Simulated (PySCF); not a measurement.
**Two-component Hartree-Fock for Re⁺ (rhenium, charge +1)**

Start: [Xe] 4f14 5d5 6p1; 5d5/2 filled at m_j = -3/2, -1/2, +1/2, +3/2, +5/2; 6p3/2 filled at m_j = +3/2. Calculated with PySCF 2.14 in x2c-TZVPall-2c with one added diffuse shell each of s, p, d type (12s12p11d2f, 117 functions): generalised Hartree-Fock with the X2C-1e Hamiltonian and a Gaussian nucleus; spin-orbit coupling (SO) screened by Boettger's factors. This is a chosen level, not necessarily the ground level.

```csv
spinor shell,electrons,"ε, screened SO (eV)",weight of nominal j (screened SO),"rms radius, screened SO (bohr)"
1s1/2,2,-72054.5,1.000,0.0204
2s1/2,2,-12641.1,1.000,0.0824
2p1/2,2,-12074.4,1.000,0.0700
2p3/2,4,-10629.1,1.000,0.0775
3s1/2,2,-2996.4,1.000,0.210
3p1/2,2,-2744.0,1.000,0.202
3p3/2,4,-2424.9,1.000,0.217
3d3/2,4,-2005.9,1.000,0.192
3d5/2,6,-1937.1,1.000,0.196
4s1/2,2,-665.51,1.000,0.469
4p1/2,2,-559.01,1.000,0.476
4p3/2,4,-483.68,1.000,0.509
4d3/2,4,-308.39,0.999,0.531
4d5/2,6,-293.94,0.999,0.543
5s1/2,2,-109.74,1.000,1.12
5p1/2,2,-76.382,0.917,1.24
4f5/2,6,-70.652,0.981,0.637
4f7/2,8,-68.025,0.985,0.638
5p3/2,4,-62.537,0.958,1.32
5d5/2,5,-21.243,0.523,1.93
6p3/2,1,-9.912,1.000,4.20
```

```json
{"quantity": "E (hartree)", "screened SO": "-16700.27336"}
{"quantity": "M_J", "screened SO": "4"}
{"quantity": "⟨J²⟩", "screened SO": "20.025"}
{"quantity": "⟨L²⟩", "screened SO": "2.340"}
{"quantity": "⟨S²⟩", "screened SO": "11.865"}
```

Each row is a mean over spinors that exchange with the open shell spreads, by up to 8.611 eV (5p3/2).

Rows whose weight is well below 1 are mixtures of j = l ± 1/2: exchange outweighs spin-orbit coupling there, and the label is only the starting occupation.

Breit and QED terms are absent; they matter most for the inner s and p1/2 levels.

Densities and radii are taken from the X2C orbitals without a picture-change correction, which distorts them close to the nucleus.
